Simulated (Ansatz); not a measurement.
Consider the formal exchange of groups at a C–C bond: `C[CH](F)[GeH3]` + `CC#N` → `CCC#N` + `F[CH2][GeH3]`.

Program: Ansatz. Geometries: PBE0-D4/def2-TZVP. ΔE: electronic, gas phase. CCSD(T)/CBS is the MP2 limit (def2-TZVPP, def2-QZVPP) plus CCSD(T) − MP2 in def2-TZVPP, frozen cores. This one scheme is used for every species. Functionals use def2-TZVPP. B3LYP here is the variant with VWN-RPA as its local correlation; programs differ in this. HSE06 is defined as in plane-wave codes. For Ge outer-core shells are correlated without core-valence functions, which leaves a few kJ/mol of doubt a bond. Scalar relativity is left out up to krypton.

```tsv
level	ΔE (kJ/mol)
B3LYP-D4	16.6
r2SCANh-D4	18.4
HSE06	15.1
LC-ωPBE	15.3
```

(1) What does CCSD(T)/CBS give? (Best estimate.)

Largest T1 diagnostic among the species: 0.012.

Answers

(1) The calculation gave: +17.0 kJ/mol. The listed levels differ from it by -0.4, 1.4, -1.9, -1.7 kJ/mol.

Leaving LDA and LC-ωPBE aside and taking each functional with its dispersion term where it has one, the values, not all of them listed here, spread over 4.0 kJ/mol, from B2PLYP to r2SCAN-D4. LDA lies +5.4 kJ/mol from PBE without D4. In def2-TZVPP, CCSD(T) changes the Hartree–Fock value by +5.4 kJ/mol (the triples alone add +0.9 kJ/mol) and MP2 by +5.7 kJ/mol.

CCSD(T)/CBS has its own doubt, a few kJ/mol and more with outer-core shells, so smaller differences from it don't rank the levels.
